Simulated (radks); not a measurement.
Excited configurations of neutral gadolinium: one electron is placed in a higher orbital outside [Xe] 4f7 5d1 6s1. The ground configuration is [Xe] 4f7 5d1 6s2. Method: Dirac Kohn-Sham, LDA (Slater exchange, Perdew-Wang correlation), spin-unpolarised, spherical densities, finite nucleus; open shells are shared between the two j in proportion to 2j + 1; Fermi nuclear charge, rms radius 5.1569 fm; computed with a radial shooting solver on a logarithmic mesh with Libxc functionals. Excitation = E - E(ground); binding = E(ion) - E, where the ion is the core of charge +1; n* = 1/sqrt(2 binding) in atomic units, and the quantum defect is n - n*. Eigenvalue and <r> are those of j = l + 1/2.

outer orbital  excitation (eV)  binding (eV)     n*  quantum defect  eigenvalue (eV)  <r> (bohr)
5f                       5.917         0.932  3.821           1.179           -0.430       16.75
6p                       2.942         3.907  1.866           4.134           -1.904       5.459
6d                       5.296         1.553  2.960           3.040           -0.725       10.94
6f                       6.193         0.656  4.554           1.446           -0.372       28.10
7s                       4.598         2.251  2.459           4.541           -1.329       9.703
7d                       5.891         0.958  3.768           3.232           -0.548       20.49
7f                       6.371         0.478  5.332           1.668           -0.295       42.05

Estimate the row for 7p.

Answer. excitation (eV) 5.209; binding (eV) 1.641; n* 2.880; quantum defect 4.120; eigenvalue (eV) -0.935; <r> (bohr) 12.64. The Delta-SCF ionisation energy is 6.849 eV (NIST Atomic Spectra Database: 6.150 eV, measured). Self-interaction in the functional shifts the binding energies and quantum defects, so they are the method's values and not measured ones. Spin polarisation and multiplet splitting are left out, so open shells lie too high by an amount that depends on their filling. Sharing an open shell by 2j + 1 raises it above the true ground level by a part of the spin-orbit splitting, which enters the differences from NIST.

Beside tabulated values, note that spin-unpolarised runs miss the spin-polarisation part of the exchange energy of open shells.
